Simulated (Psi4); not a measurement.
C5H4N, doublet, geometry from GFN2-xTB. Base run: PBE/6-31G* in Psi4.

Input for Psi4:
```
memory 2 GB

molecule mol {
0 2
  N    -0.015803   -0.054138    1.345633
  C     0.016158   -0.057482   -1.396115
  C    -0.005650    1.080388    0.678672
  C    -0.010739   -1.214501    0.702801
  C     0.005227   -1.215119   -0.666583
  C     0.010635    1.153084   -0.704944
  H     0.028732   -0.070150   -2.476878
  H    -0.010859    1.976247    1.286408
  H    -0.019692   -2.106622    1.310406
  H     0.018654    2.101265   -1.222354
}

set basis 6-31g*
set reference uks

energy('pbe')
print_variables()
```

The base run was repeated with changes; each row names its change, and settings that it needs were set with it.

```tsv
change	ΔE vs base (mEh)	point group used	SCF cycles
base	0.000	c1	12
molecule keys = no_reorient	0.000	c1	12
molecule keys = symmetry c1, no_reorient, no_com	0.000	c1	12
jitter_ang = 0.002	-0.026	c1	12
molecule keys = symmetry c1	0.000	c1	12
```

Open shells are given as the SCF converged; they aren't shown to be the lowest states, and a large step between rows can be another state.
